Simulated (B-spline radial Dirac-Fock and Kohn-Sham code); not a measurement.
**Nd⁺: eigenvalues, ΔSCF and the reference**

System: neodymium as Nd⁺, [Xe] 4f4 6s1.

The density-functional columns are spherical, spin-unpolarised Dirac-Kohn-Sham results without Breit or QED terms: −ε is minus the orbital energy of the initial state and ΔSCF the difference of two total energies. The reference in the last column comes from Dirac-Fock ΔSCF + Breit + QED. All numbers are from a radial B-spline solver, in eV; a selection of levels is shown. The Kohn-Sham columns are given as differences from the reference. For the 1s level of heavy atoms much of the gap between ΔSCF and the reference is the Breit and QED part, -174.4 eV here; for other levels the error of the functional can be larger.

```
level  LDA −ε − DF  LDA ΔSCF − DF  PBE −ε − DF  PBE ΔSCF − DF  Dirac-Fock
   1s       -258.4         +162.2       -215.2         +206.7     43578.6
   2s       -133.3          -58.0       -127.5          -52.5      7143.2
2p1/2        -98.2           -2.9        -95.8           -0.7      6733.6
2p3/2       -103.7          -17.0       -102.0          -15.4      6219.8
   3s        -65.2          -42.3        -63.4          -40.7      1590.1
3p1/2        -51.2          -27.1        -50.5          -26.5      1415.8
3p3/2        -50.4          -27.7        -49.9          -27.3      1311.3
3d3/2        -30.9           -4.4        -31.0           -4.6      1011.3
3d5/2        -31.4           -5.4        -31.5           -5.6       989.4
   4s        -29.4          -19.6        -28.7          -18.9       337.0
4p1/2        -22.6          -12.9        -22.2          -12.6       269.6
4p3/2        -22.7          -13.3        -22.2          -12.9       247.1
4d3/2        -10.2           -1.2        -10.2           -1.2       134.9
4d5/2        -10.3           -1.3        -10.2           -1.3       131.0
   4f         -3.3           +3.9         -3.6           +3.6       11.22
5p1/2         -4.0           +1.6         -4.2           +1.3       34.34
5p3/2         -4.0           +1.4         -4.2           +1.2       31.28
   6s         -1.5           +1.0         -1.8           +0.8        9.98
```

For the outermost level NIST gives 10.783 ± 0.02 eV (semi-empirical); the differences from it are LDA −ε -2.34, LDA ΔSCF +0.20, PBE −ε -2.59, PBE ΔSCF 0.00, Dirac-Fock -0.80 eV.

Values without a named source are computed, but for edge energies of neutral atoms, which are taken from tables.
